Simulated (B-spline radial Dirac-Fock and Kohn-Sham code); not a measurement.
## Compton profile of Nd⁴²⁺

System: neodymium as Nd⁴²⁺, configuration 1s2 2s2 2p6 3s2 3p6.

Input of the calculation (task.json; shells as n, l, electrons):

```json
{"items": [{
  "Z": 60,
  "q": 42,
  "cfg": [[1, 0, 2], [2, 0, 2], [2, 1, 6], [3, 0, 2], [3, 1, 6]],
  "A": 142,
  "rrms": 4.9123,
  "do": ["scatter"],
  "s": [0.0, 0.05, 0.1, 0.15, 0.2, 0.25, 0.3, 0.35, 0.4, 0.45, 0.5, 0.6, 0.7, 0.8, 0.9, 1.0, 1.1, 1.2, 1.4, 1.6, 1.8, 2.0, 2.5, 3.0, 3.5, 4.0, 5.0, 6.0],
  "pz": [0, 0.1, 0.2, 0.3, 0.4, 0.5, 0.6, 0.8, 1.0, 1.2, 1.4, 1.6, 1.8, 2.0, 2.5, 3.0, 4.0, 5.0, 7.0, 10.0, 15.0, 20.0, 30.0, 40.0, 60.0, 100.0],
  "hv_scatter": [1000, 2000, 5000, 8047.8, 10000, 50000, 500000, 1000000]
}]}
```

Run with: `python xray_run.py task.json out`

Level of theory: the impulse approximation on relativistic Hartree-Fock (Dirac-Fock) wave functions, averaged over the configuration; a radial atomic solver. pz is in atomic units of momentum; subshell profiles are per electron, for a selection of subshells; open shells are spread over both j values by their weights.

```
 pz   J total   J 2s1/2   J 2p3/2   J 3p3/2
  3    0.7137    0.0427    0.0243    0.0559
  4    0.6566    0.0402    0.0242    0.0526
  5    0.5901    0.0372    0.0241    0.0472
  7    0.4511    0.0304    0.0235    0.0326
 10    0.2897    0.0200    0.0217    0.0129
 15    0.1678   0.00771    0.0165   0.00304
 20    0.1114   0.00262    0.0108   0.00273
 30   0.04807   0.00117   0.00361   0.00131
 40   0.02233   0.00107   0.00112  0.000412
 60  0.006516  0.000472  0.000134  4.56e-05
100  0.001031  7.40e-05  5.40e-06  1.70e-06
```

Question: What is the peak value J(0), and which subshell contributes most to it?

Answer: J(0) = 0.7925. The 3p3/2 subshell gives the largest part, 29 %.

Mean momentum ⟨p⟩ by subshell (a.u.): 1s1/2 57.5, 2s1/2 20.8, 2p1/2 27.5, 2p3/2 25.6, 3s1/2 11.5, 3p1/2 13.6, 3p3/2 13.1.
